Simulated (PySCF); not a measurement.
vinyl chloride (C2H3Cl), singlet, at a GFN2-xTB geometry; CASSCF(4,4)/6-31G run with PySCF.

Input for PySCF:
```python
from pyscf import gto, scf, mcscf
import numpy

mol = gto.M(
    atom='''
C    -0.001662    0.754022   -0.000887
C     1.288373    1.021459   -0.013454
Cl   -0.624479   -0.849898    0.006946
H    -0.773014    1.508554    0.005532
H     2.034912    0.246855   -0.019613
H     1.633983    2.039976   -0.017955
''',
    basis='6-31g',
    charge=0,
    spin=0,
    verbose=4,
)

mf = scf.RHF(mol)
mf.kernel()
mc = mcscf.CASSCF(mf, 4, 4)
mc.fix_spin_(ss=0.0)
mc = mc.newton()
mc.kernel()
occ = numpy.linalg.eigvalsh(mc.fcisolver.make_rdm1(mc.ci, mc.ncas, mc.nelecas))[::-1]
ss = mc.fcisolver.spin_square(mc.ci, mc.ncas, mc.nelecas)[0]
print('natural occupations', occ.round(4), ' <S^2>', round(ss, 4))
```

It wrote (shortened):

```
PySCF version 2.14.0

[INPUT] verbose = 4
[INPUT] num. atoms = 6
[INPUT] num. electrons = 32
[INPUT] charge = 0
[INPUT] spin (= nelec alpha-beta = 2S) = 0
[INPUT] symmetry False subgroup None
[INPUT] Mole.unit = angstrom
[INPUT] Symbol           X                Y                Z      unit          X                Y                Z       unit  Magmom
[...]
nuclear repulsion = 89.4438767842112
number of shells = 23
number of NR pGTOs = 102
number of NR cGTOs = 37
basis = 6-31g
ecp = {}

******** <class 'pyscf.scf.hf.RHF'> ********
method = RHF
initial guess = minao
damping factor = 0
level_shift factor = 0
DIIS = <class 'pyscf.scf.diis.CDIIS'>
diis_start_cycle = 1
diis_space = 8
diis_damp = 0
SCF conv_tol = 1e-09
SCF conv_tol_grad = None
SCF max_cycles = 50
direct_scf = True
direct_scf_tol = 1e-13
Set gradient conv threshold to 3.16228e-05
Initial guess from minao.
init E= -537.354316668991
[...]
cycle= 1 E= -536.838055399663  delta_E= 0.516  |g|= 0.325  |ddm|= 2.18
[...]
cycle= 2 E= -536.871347927675  delta_E= -0.0333  |g|= 0.165  |ddm|= 0.726
[...]
cycle= 3 E= -536.878336784911  delta_E= -0.00699  |g|= 0.0311  |ddm|= 0.211
[...]
cycle= 4 E= -536.878873549496  delta_E= -0.000537  |g|= 0.0104  |ddm|= 0.0855
[...]
cycle= 5 E= -536.878911634262  delta_E= -3.81e-05  |g|= 0.00293  |ddm|= 0.0164
[...]
cycle= 6 E= -536.878919095538  delta_E= -7.46e-06  |g|= 0.000849  |ddm|= 0.0103
[...]
cycle= 7 E= -536.878919576281  delta_E= -4.81e-07  |g|= 0.000157  |ddm|= 0.00263
[...]
cycle= 8 E= -536.878919592926  delta_E= -1.66e-08  |g|= 4.84e-05  |ddm|= 0.000434
[...]
cycle= 9 E= -536.878919594569  delta_E= -1.64e-09  |g|= 1.37e-05  |ddm|= 0.000131
[...]
cycle= 10 E= -536.878919594721  delta_E= -1.53e-10  |g|= 2.13e-06  |ddm|= 4.12e-05
[...]
Extra cycle  E= -536.878919594724  delta_E= -2.5e-12  |g|= 8.57e-07  |ddm|= 4.73e-06
converged SCF energy = -536.878919594724

******** <class 'pyscf.mcscf.newton_casscf.CASSCF'> ********
CAS (2e+2e, 4o), ncore = 14, nvir = 19
max_cycle_macro = 50
max_cycle_micro = 10
conv_tol = 1e-07
conv_tol_grad = None
orbital rotation max_stepsize = 0.03
augmented hessian ah_max_cycle = 30
augmented hessian ah_conv_tol = 1e-12
augmented hessian ah_linear dependence = 1e-14
augmented hessian ah_level shift = 1e-08
augmented hessian ah_start_tol = 500
augmented hessian ah_start_cycle = 3
augmented hessian ah_grad_trust_region = 3
kf_trust_region = 3
kf_interval = 5
natorb = False
canonicalization = True
internal_rotation = False
******** <class 'pyscf.fci.addons.SpinPenaltyFCISolver'> ********
max. cycles = 50
conv_tol = 1e-08
davidson only = True
linear dependence = 1e-12
level shift = 0.001
max iter space = 12
nroots = 1
pspace_size = 400
spin = None

WARN: SO-CASSCF (Second order CASSCF) is an experimental feature. Its performance is bad for large systems.

CASCI E = -536.89172888339  dE = -536.89173  S^2 = 0.0000000
Set conv_tol_grad to 0.000316228
macro 1 (20 JK  15 micro), CASSCF E = -536.904826926977  dE = -0.0131  |grad|=0.0727  S^2 = 0.0000000
macro 2 (20 JK  15 micro), CASSCF E = -536.908204254624  dE = -0.003377  |grad|=0.0617  S^2 = 0.0000000
macro 3 (11 JK  7 micro), CASSCF E = -536.909368731933  dE = -0.001164  |grad|=0.0249  S^2 = 0.0000000
macro 4 (10 JK  6 micro), CASSCF E = -536.913023928852  dE = -0.003655  |grad|=0.0245  S^2 = 0.0000000
macro 5 (10 JK  6 micro), CASSCF E = -536.918196428794  dE = -0.005172  |grad|=0.025  S^2 = 0.0000000
macro 6 (10 JK  6 micro), CASSCF E = -536.924432472931  dE = -0.006236  |grad|=0.0255  S^2 = 0.0000000
macro 7 (11 JK  7 micro), CASSCF E = -536.930879382062  dE = -0.006447  |grad|=0.023  S^2 = 0.0000000
macro 8 (11 JK  7 micro), CASSCF E = -536.934857255102  dE = -0.003978  |grad|=0.0108  S^2 = 0.0000000
macro 9 (17 JK  10 micro), CASSCF E = -536.935234956225  dE = -0.0003777  |grad|=0.000668  S^2 = 0.0000000
macro 10 (13 JK  7 micro), CASSCF E = -536.935257731176  dE = -2.277e-05  |grad|=3.04e-05  S^2 = 0.0000000
macro 11 (7 JK  3 micro), CASSCF E = -536.93525784653  dE = -1.154e-07  |grad|=8.88e-05  S^2 = 0.0000000
macro 12 (1 JK  0 micro), CASSCF E = -536.935257846532  dE = -2.501e-12  |grad|=2.11e-05  S^2 = 0.0000000
newton CASSCF converged in 12 macro (30 KF 111 Hx) steps
CASSCF canonicalization
Density matrix diagonal elements [1.9835611  1.9217807  0.07802018 0.01663802]
CASSCF energy = -536.935257846532
CASCI E = -536.935257846532  E(CI) = -5.63433016675231  S^2 = 0.0000000
natural occupations [1.9836 1.9218 0.078  0.0166]  <S^2> 0.0
```
